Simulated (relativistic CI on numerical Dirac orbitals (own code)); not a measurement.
Ir⁵⁺: resonant inelastic scattering at the O2,3 edge

Computed with this model: Dirac-Coulomb-Breit CI, separate exchange-only KLI orbitals for each configuration, QED by a radiative potential, valence Slater integrals scaled by 0.9, Kramers-Heisenberg scattering through one core-hole configuration in a parametric crystal field; configurations [Xe] 4f14 5d4 → [Kr] 4d10 4f14 5s2 5p5 5d5; 10 K; core-hole width 0.6 eV; summed over polarisations. Incident energies are the highest absorption maxima for each field (at most a few, so the weaker spin-orbit partner edge can be absent), on the computed scale of the free ion. Intensities are in per cent of the strongest line above 0.02 eV; levels within 1 cm⁻¹ are merged; final levels count from the ground level, the first row holds all elastic scattering, lines under 0.4 are left out and each table stops after 24 rows. The scale of the Slater integrals is a model choice and moves the terms in proportion.

Field parameters in Wybourne normalisation: D3d B²₀ = −7Dσ, B⁴₀ = −14Dq − 21Dτ, B⁴₃ = −14√(10/7) Dq. The field is a parameter set, without covalency, and values of 10Dq over about 45,000 cm⁻¹ lie beyond real compounds.

S is read from ⟨S²⟩ = S(S + 1).

D3d, 10Dq = 51550, Dσ = -1200, Dτ = 120 cm⁻¹:

```
Final level (eV)  Degeneracy  Irrep     S  54.9 eV  58 eV  72.7 eV
           0.000           1     A1  1.00    118.0  189.9    168.6
           0.522           1     A2  1.03     15.8    6.8      1.7
           0.660           2      E  1.03     26.3   16.5      3.8
           1.076           2      E  0.94      4.3   15.3     21.4
           1.130           1     A1  0.87      3.2    3.4      4.0
           1.175           2      E  0.94      6.3   44.6     15.8
           2.379           1     A1  0.37      0.9    0.3     10.9
           2.498           2      E  0.30      1.0    3.5      9.6
           2.668           2      E  0.23      1.0    4.9     18.8
           4.400           1     A1  0.29      0.2    4.3     44.0
           4.764           1     A2  1.97      0.2    0.6      0.9
           4.777           2      E  1.96      3.0   14.4      3.1
           4.792           1     A1  1.94      1.9    7.5     21.5
           4.801           2      E  1.94      1.0    6.2      8.9
           4.812           2      E  1.94      1.3    4.8      8.8
           4.849           1     A2  1.95      0.2    2.9      6.8
           4.857           1     A1  1.93      3.6    9.1     52.7
           6.618           2      E  0.98      3.3    8.0    100.0
           6.721           1     A2  0.96      2.3    3.8     38.9
           6.798           1     A1  1.04      9.0    7.2     35.7
           6.862           2      E  1.05     17.2    7.3      4.5
           7.025           1     A2  1.04      7.9    3.7      0.4
           7.040           2      E  1.01     10.6    0.7     37.6
           7.092           2      E  1.01      7.6    2.2     29.8
```

D3d, 10Dq = 51550, Dσ = -860, Dτ = 120 cm⁻¹:

| Final level (eV) | Degeneracy | Irrep | S | 54.9 eV | 58 eV | 72.6 eV |
| --- | --- | --- | --- | --- | --- | --- |
| 0.000 | 1 | A1 | 1.00 | 117.3 | 192.4 | 157.1 |
| 0.556 | 1 | A2 | 1.04 | 15.3 | 5.4 | 1.5 |
| 0.655 | 2 | E | 1.03 | 26.9 | 13.2 | 2.6 |
| 1.083 | 2 | E | 0.93 | 4.4 | 12.0 | 16.1 |
| 1.101 | 1 | A1 | 0.89 | 2.7 | 3.1 | 3.7 |
| 1.133 | 2 | E | 0.95 | 6.5 | 53.7 | 18.6 |
| 2.428 | 1 | A1 | 0.34 | 0.8 | 0.1 | 8.5 |
| 2.505 | 2 | E | 0.30 | 1.3 | 2.1 | 10.4 |
| 2.612 | 2 | E | 0.24 | 0.8 | 6.0 | 18.6 |
| 4.376 | 1 | A1 | 0.29 | 0.2 | 4.3 | 43.3 |
| 4.754 | 1 | A2 | 1.97 | 0.1 | 0.4 | 0.8 |
| 4.766 | 2 | E | 1.96 | 3.0 | 15.4 | 2.8 |
| 4.780 | 1 | A1 | 1.95 | 1.8 | 7.6 | 15.3 |
| 4.788 | 2 | E | 1.94 | 1.0 | 5.5 | 7.2 |
| 4.799 | 2 | E | 1.94 | 1.1 | 4.0 | 11.4 |
| 4.826 | 1 | A2 | 1.94 | 0.3 | 2.6 | 7.7 |
| 4.836 | 1 | A1 | 1.92 | 3.7 | 9.0 | 57.9 |
| 6.632 | 2 | E | 0.97 | 3.3 | 8.3 | 100.0 |
| 6.697 | 1 | A2 | 0.97 | 2.0 | 3.9 | 42.6 |
| 6.802 | 1 | A1 | 1.04 | 9.3 | 7.4 | 37.5 |
| 6.895 | 2 | E | 1.05 | 18.3 | 7.9 | 3.4 |
| 6.992 | 1 | A2 | 1.04 | 8.8 | 4.2 | 0.8 |
| 7.050 | 2 | E | 1.00 | 11.4 | 0.7 | 44.2 |
| 7.077 | 2 | E | 1.01 | 5.8 | 1.8 | 29.0 |

For the first field the strongest loss at the lowest incident energy is the level at 0.66 eV (S = 1.03, against 1.00 in the thermal ground state). Levels of other spin, the first over 8 % at 2.38 eV, appear because spin-orbit coupling of the core hole, and in heavier ions of the valence shell too, mixes spins.
